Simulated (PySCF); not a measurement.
GaH, SMILES [GaH] (connectivity only; charge and spin as stated), neutral, multiplicity 1. Atoms are numbered in the order given.

```xyz
2

Ga     0.0000     0.0000    -0.0525
H      0.0000     0.0000     1.6288
```

Geometry optimised at PBE0-D3(BJ)/def2-TZVPD.

Level of theory: KT2/pcSseg-2 run with PySCF.

GIAO shieldings, no solvent; atoms alike by connectivity are averaged. δ = σ(ref) − σ: ¹H against TMS (σ = 31.47 ppm), references at their B3LYP-D3(BJ)/def2-TZVP geometries, non-relativistic.

Computed chemical shifts:
```tsv
nucleus	atoms	count	δ (ppm)
¹H	H2	1	10.06
```
